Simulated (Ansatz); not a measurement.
Computed with Ansatz on PBE0-D4/def2-TZVP structures; ΔE is electronic, products minus reactants. CCSD(T)/CBS adds triple-zeta CCSD(T) − MP2 to the extrapolated MP2 energy (def2 sets, frozen cores). This one scheme is used for every species. DFT in def2-TZVPP. B3LYP here is the variant with VWN-RPA as its local correlation; programs differ in this. For Br, Ge outer-core shells are correlated without core-valence functions, which leaves a few kJ/mol of doubt a bond. Scalar relativity is left out up to krypton. Each species was taken in one conformer, which may not be the lowest.

Reaction (hydrogenolysis of a C–Br bond): `[CH3][GeH2][CH2]Br` + H₂ → `[CH3][GeH2][CH3]` + HBr

```tsv
level	ΔE (kJ/mol)	difference from CCSD(T)/CBS
PBE-D4	-75.6	1.6
r2SCAN-D4	-79.9	-2.7
PBE0-D4	-81.4	-4.2
B3LYP-D4	-79.1	-1.9
ωB97X-V	-80.6	-3.4
ωB97M-V	-80.8	-3.6
B2PLYP	-83.6	-6.4
PBE	-81.6	-4.4
r2SCAN	-81.3	-4.1
PBE0	-86.7	-9.5
B3LYP	-89.0	-11.8
HF/def2-TZVPP	-99.8	-22.6
MP2/def2-TZVPP	-74.2	3.0
SCS-MP2/def2-TZVPP	-77.2	0.0
CCSD/def2-TZVPP	-85.3	-8.1
CCSD(T)/def2-TZVPP	-79.9	-2.7
HF/def2-QZVPP	-100.1	-22.9
MP2/def2-QZVPP	-72.7	4.5
SCS-MP2/def2-QZVPP	-76.1	1.1
HF/CBS(def2)	-100.2	-23.0
MP2/CBS(def2)	-71.4	5.8
CCSD/CBS(def2)	-82.5	-5.3
CCSD(T)/CBS	-77.2	0
```

Largest T1 diagnostic among the species: 0.010.

In def2-TZVPP, CCSD(T) changes the Hartree–Fock value by +19.9 kJ/mol (the triples alone add +5.4 kJ/mol) and MP2 by +25.6 kJ/mol. The D4 term adds +9.9 kJ/mol with B3LYP and +5.3 kJ/mol with PBE0; it sums over pairs of atoms, weighted by their polarisabilities, and B3LYP, whose exchange is more repulsive, gets the larger term. From PBE to PBE0 (25 % exact exchange), in def2-TZVPP and without D4, ΔE moves by −5.2 kJ/mol.
